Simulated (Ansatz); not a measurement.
Gas-phase electronic energies from Ansatz, PBE0-D4/def2-TZVP geometries. CCSD(T)/CBS adds triple-zeta CCSD(T) − MP2 to the extrapolated MP2 energy (def2 sets, frozen cores). DFT in def2-TZVPP. B3LYP here is the variant with VWN-RPA as its local correlation; programs differ in this. def2 core potentials past Kr. For Sb outer-core shells are correlated without core-valence functions, which leaves a few kJ/mol of doubt a bond. Each species was taken in one conformer, which may not be the lowest.

Consider the ligand exchange at the Si–S bond: `C[SiH2][S][SbH2]` + `NB(O)F` → `C[SiH2]OB(N)F` + `[SH][SbH2]`.

(1) Is it downhill or uphill in electronic energy at CCSD(T)/CBS, and by how much? (Best estimate.)

(2) What do these levels give: r2SCAN-D4, PBE0-D4, ωB97X-V, ωB97M-V, r2SCAN, PBE0, B3LYP, MP2/def2-TZVPP, SCS-MP2/def2-TZVPP, CCSD(T)/def2-TZVPP, MP2/def2-QZVPP, SCS-MP2/def2-QZVPP? (Best estimate.)

Largest T1 diagnostic among the species: 0.013.

Results:

(1) The calculation gave: Downhill: ΔE = -37.1 kJ/mol.

(2) Computed: r2SCAN-D4 -38.1, PBE0-D4 -29.4, ωB97X-V -41.9, ωB97M-V -41.3, r2SCAN -38.7, PBE0 -32.8, B3LYP -49.4, MP2/def2-TZVPP -34.3, SCS-MP2/def2-TZVPP -42.0, CCSD(T)/def2-TZVPP -40.7, MP2/def2-QZVPP -32.8, SCS-MP2/def2-QZVPP -40.3 kJ/mol.

In def2-TZVPP, CCSD(T) changes the Hartree–Fock value by +21.2 kJ/mol (the triples alone add +4.4 kJ/mol) and MP2 by +27.6 kJ/mol. The D4 term adds +6.8 kJ/mol with B3LYP and +3.5 kJ/mol with PBE0; it sums over pairs of atoms, weighted by their polarisabilities, and B3LYP, whose exchange is more repulsive, gets the larger term.
